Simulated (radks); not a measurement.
Q: Coherent X-ray form factor from a spherical all-electron density. Method: Dirac Kohn-Sham, LDA (Slater exchange, Perdew-Wang correlation), spin-unpolarised, spherical densities, point nucleus; computed with a radial shooting solver on a logarithmic mesh with Libxc functionals.

sin(theta)/lambda (1/angstrom),f0 (electrons)
0.05,23.964
0.1,23.856
0.15,23.679
0.2,23.433
0.25,23.123
0.3,22.751
0.4,21.845
0.5,20.758
0.6,19.536
0.8,16.892
1,14.274
1.25,11.424
1.5,9.244
2,6.685

The species is in the configuration that NIST lists as its ground one. Which atom or ion scatters so?

A: The silver ion Ag23+, [Ar] 3d6. Extrapolating in s^2 from the first two rows gives f0(0) = 24.0, near the electron count 24; among species with that count, the fall with angle is slower the higher Z, and the table is that of Z = 47; from so few rows the species is fixed only to a neighbour or two.
